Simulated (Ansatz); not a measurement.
Basis sets compared for Si₁₈NH₂₈⁺, a doped nanocrystal cut from the lattice of silicon (N on a surface site). The state is a singlet with charge 1. Geometry PBE-D4/def2-SVP. Ansatz on 4 threads of AMD EPYC 7R13 on a shared host and a share (37 GiB) of an NVIDIA H100 80GB HBM3; times are rough, and most runs start from earlier orbitals.

```xyz
47

N    -2.511   -0.252    0.275
Si    0.985   -2.532   -3.054
Si    3.666   -1.946   -0.368
Si   -2.250   -0.334   -3.180
Si    0.735    0.541   -0.818
Si   -2.351    2.915   -1.121
Si    0.784    3.882    1.011
Si   -0.034   -2.686    0.730
Si   -0.132    0.482    2.738
Si    3.564    1.326    1.704
Si   -1.277   -2.421   -3.708
Si    1.375   -1.715   -0.879
Si    4.278   -0.919    1.662
Si   -2.278   -2.133    0.284
Si   -1.590    0.675   -1.144
Si    1.272    1.586    1.213
Si   -1.488    4.325    0.567
Si   -2.362    0.551    1.984
Si    0.245   -1.841    2.916
H     1.470   -3.955   -3.145
H     1.810   -1.664   -3.970
H     4.396   -1.278   -1.506
H     3.998   -3.415   -0.363
H    -1.797    0.693   -4.186
H    -3.758   -0.395   -3.191
H     1.289    1.305   -1.996
H    -1.882    3.407   -2.466
H    -3.861    2.884   -1.113
H    -3.511   -0.126    0.026
H     1.621    4.377   -0.141
H     1.202    4.592    2.272
H    -0.031   -4.194    0.706
H    -0.198    1.146    4.091
H     4.289    2.101    0.633
H     3.831    1.963    3.042
H    -1.387   -2.607   -5.198
H    -2.053   -3.515   -3.023
H     5.778   -0.959    1.798
H     3.664   -1.668    2.814
H    -2.835   -2.536   -1.049
H    -3.217   -2.576    1.371
H    -2.292    4.138    1.826
H    -1.648    5.746    0.095
H    -2.973    1.902    1.764
H    -3.288   -0.285    2.823
H     1.595   -2.163    3.490
H    -0.844   -2.424    3.783
```

Single mean-field runs in def2-SVP, def2-TZVP are fitted with def2-universal-jkfit. Another isomer (singlet) lies 0.14 eV lower at PBE0-D4/def2-TZVP; other spin states weren't run for this one.

```
           level  functions  energy (Eh)  HOMO (eV)  LUMO (eV)  wall time
 PBE-D4/def2-SVP        478   -5278.0951      -9.06      -5.81      4.7 s
PBE0-D4/def2-SVP        478   -5278.6366     -10.03      -5.12      4.4 s
```

Q: Estimate the rows for PBE-D4/def2-TZVP (with forces), PBE0-D4/def2-TZVP.

A: 
```csv
level,functions,energy (Eh),HOMO (eV),LUMO (eV),wall time
PBE-D4/def2-TZVP (with forces),865,-5279.9600,-9.02,-5.91,10 s
PBE0-D4/def2-TZVP,865,-5280.4832,-9.95,-5.18,10 s
```
